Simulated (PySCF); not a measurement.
Delta-SCF ions had no search for a lower state. 

## H₃Al, SMILES `[AlH3]` (charge 0, multiplicity 1)

Level of theory: ωB97X-D3(BJ)/def2-TZVP // B3LYP-D3(BJ)/def2-TZVP (PySCF).

```yaml
HOMO: -11.15 eV
dipole_moment: 0.00 D
LUMO: 0.10 eV
HOMO–LUMO gap: 11.25 eV
vertical ionisation energy (Delta-SCF): 11.52 eV
total_energy: -6645.91 eV
cost: roughly 4 core-seconds
```

Bonded distances (Å): Al1–H2 1.580, Al1–H3 1.580, Al1–H4 1.580. Bond angles (°): H2–Al1–H3 120.0, H2–Al1–H4 120.0, H3–Al1–H4 120.0.
